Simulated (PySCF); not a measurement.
C6H11P.
Structure used (GFN2-xTB), in Å, numbered top down from 1:
```
atom  x, y, z in Å
C1     2.699    0.383   -0.240
C2     1.749    0.441    0.676
C3     0.354   -0.064    0.537
C4    -0.006   -0.804   -0.748
C5    -1.520   -0.966   -0.720
C6    -2.121    0.406   -0.394
P7    -0.881    1.359    0.643
H8     3.682    0.781   -0.051
H9     2.550   -0.066   -1.206
H10    1.955    0.902    1.635
H11    0.133   -0.709    1.399
H12    0.279   -0.204   -1.614
H13    0.504   -1.767   -0.806
H14   -1.903   -1.343   -1.669
H15   -1.791   -1.679    0.062
H16   -2.326    0.980   -1.299
H17   -3.060    0.310    0.155
H18   -0.306    2.047   -0.439
```

Method: TDDFT CAM-B3LYP/def2-SVPD, vertical, gas phase, core orbitals frozen in the response in PySCF 2.14.0, density-fitted response routines.

Transition dipole moments from the ground state, in atomic units and in the frame of the coordinates above (overall signs are arbitrary), for the states with f of 0.002 or more among the lowest 7:

| state | E (eV) | μx | μy | μz |
| --- | --- | --- | --- | --- |
| S1 | 6.229 | 0.315 | -0.248 | 0.204 |
| S2 | 6.428 | 0.535 | -0.016 | 0.156 |
| S3 | 6.684 | -0.783 | 0.347 | 0.495 |
| S4 | 6.985 | -0.318 | -0.254 | 0.319 |
| S5 | 7.261 | -1.123 | -0.017 | 0.268 |
| S6 | 7.412 | -0.269 | 0.107 | 0.031 |
| S7 | 7.505 | 0.519 | -0.117 | -0.138 |

**Question.** Work out the oscillator strengths.

**Answer.** f = (2/3) ΔE |μ|² with ΔE in hartree (27.2114 eV).

| state | \|μ\|² (au) | \|μ\| (D) | f |
| --- | --- | --- | --- |
| S1 | 0.203 | 1.14 | 0.031 |
| S2 | 0.311 | 1.42 | 0.049 |
| S3 | 0.979 | 2.51 | 0.160 |
| S4 | 0.267 | 1.31 | 0.046 |
| S5 | 1.332 | 2.93 | 0.237 |
| S6 | 0.084 | 0.74 | 0.015 |
| S7 | 0.302 | 1.40 | 0.056 |

**Question.** Which bond between heavy atoms lies closest to the direction of the S5 transition dipole?

**Answer.** C4–C5, at 13° from it; next C2–C3 at 27°.

**Question.** What angle do the transition dipoles of S2 and S5 make?

**Answer.** |cos θ| = |μa·μb| / (|μa| |μb|) = 0.87, so θ ≈ 30° (taken between 0 and 90°, since the signs are arbitrary).

**Question.** What peak molar absorption coefficient would the strongest computed level give as a lone Gaussian band 0.5 eV wide at half height?

**Answer.** ε(max) = 2.175×10⁸ f / FWHM, with the width in cm⁻¹. S5: 2.175×10⁸ × 0.2369 / 4033 ≈ 13000 L mol⁻¹ cm⁻¹.

On Arm Neoverse V1, one thread, shared host with 32 logical CPUs at a one-minute load of 13, this took 50 s and 1.0 GiB of memory at its peak.

One conformer stands for the species.
